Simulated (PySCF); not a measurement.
# Dipole moment and polarisability of `CO[Si@@H](Cl)[SiH2]C(Cl)Cl`

C2H7Cl3OSi2.
Numbering: `[CH3:1][O:2][Si@@H:3]([Cl:4])[SiH2:5][CH:6]([Cl:7])[Cl:8]` (hydrogens: H9, H10, H11 on C1; H12 on Si3; H13, H14 on Si5; H15 on C6)

Cartesian coordinates in Å at the GFN2-xTB level; atoms count from 1:
```
atom  x, y, z in Å
C1    -3.0662   -0.1431   -0.5087
O2    -1.6693   -0.2608   -0.5245
Si3   -0.5292    0.6267    0.2058
Cl4   -0.9752    0.7935    2.1820
Si5    1.2696   -0.7296   -0.2765
C6     2.8404    0.0459    0.5330
Cl7    4.2640   -0.9188    0.1106
Cl8    3.0269    1.6972   -0.1011
H9    -3.4829   -1.0544   -0.9363
H10   -3.4313   -0.0187    0.5123
H11   -3.3817    0.7148   -1.1048
H12   -0.5576    2.0183   -0.2604
H13    1.5961   -0.7837   -1.7041
H14    1.2580   -2.1105    0.2326
H15    2.8341    0.1312    1.6183
```

Level: B3LYP/def2-SVPD (PySCF), static field, nuclei fixed, core orbitals frozen in the response. The polarisability tensor in these axes (au):

```
x   146.63  -6.99  -2.76
y    -6.99 118.06   3.44
z    -2.76   3.44 108.37
```

Problem. What are the eigenvalues, a third of the trace, and Δα (Δα² = ½Σ(αi − αj)² over the three pairs)?

Solution. Principal values 107.26, 117.25 and 148.55 au; mean 124.35 au = 18.43 Å³ = 20.50 × 10⁻⁴⁰ C²·m²/J; Δα = 37.31 au (30 % of the mean).

Problem. What is the dipole moment, and where does it point?

Solution. (-2.62, -0.32, -0.29) D, 2.66 D in size, pointing from the negative to the positive side. Measured along this direction, the outermost atoms are Cl7 at the negative end and H9 at the positive end.

Problem. Directions of the eigenvectors, and the extent of the frame along each?

Solution. Largest value along (0.97, -0.23, -0.09), where the nuclei span 7.70 Å; middle along (0.25, 0.93, 0.28), 4.39 Å; least along (0.01, -0.30, 0.96), 3.21 Å. The response follows the extents in order.

Problem. How large is μ²/3kT at 273 K beside α?

Solution. In Gaussian units μ²/3kT = 62.53 Å³ against 18.43 Å³, a ratio of 3.39; the Debye molar polarisation (4π/3)N_A(α + μ²/3kT) is 204.2 cm³/mol, leaving out the vibrational part.

Problem. Refractivity n − 1 of an ideal gas of it at 273.15 K and 1 atm, from the electronic α?

Solution. N = p/kT = 2.6868 × 10¹⁹ cm⁻³, so n − 1 = 2π × N × 18.43 × 10⁻²⁴ cm³ = 3111 × 10⁻⁶ at long wavelengths, for an ideal gas.

Geometry: GFN2-xTB, one conformer, isolated molecule.
